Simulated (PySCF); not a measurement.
Diatomic anions of Li with group 12

r²SCAN with double-zeta basis sets in PySCF, for the lowest determinant that a PBE0 search found; no spin–orbit coupling. De refers to high-spin ground-configuration atoms (the charge goes to the atom of lower measured ionisation energy or higher electron affinity, which is not always the lowest computed limit). A positive dipole points towards Li; it is taken about the centre of mass and depends on that origin.

```json
{"M": "Zn", "basis": "def2-SVPD", "charged atom": "Li−", "state (unpaired electrons)": "singlet (closed shell)", "Re (Å)": "3.166", "ωe (cm⁻¹)": "141", "De (eV)": "n/a", "μ (D)": "-10.85"}
{"M": "Cd", "basis": "def2-SVPD", "charged atom": "Li−", "state (unpaired electrons)": "singlet (closed shell)", "Re (Å)": "3.441", "ωe (cm⁻¹)": "106", "De (eV)": "n/a", "μ (D)": "-12.29"}
{"M": "Hg", "basis": "def2-SVPD", "charged atom": "Li−", "state (unpaired electrons)": "singlet (closed shell)", "Re (Å)": "3.719", "ωe (cm⁻¹)": "68.8", "De (eV)": "n/a", "μ (D)": "-15.32"}
```

The shortest bond is that of LiZn⁻ (3.166 Å), the longest that of LiHg⁻ (3.719 Å).

Down a group the atoms grow and get heavier, so bonds lengthen and wavenumbers fall; this series shows no clear exception.

Closed-shell solutions of metal pairs were not tested for spin polarisation, which can lower them a little. Spin–orbit coupling is left out. The highest Kohn–Sham level is positive in some of these anions. Much of that is self-interaction error, but it also means that the finite basis helps to hold the extra electron.
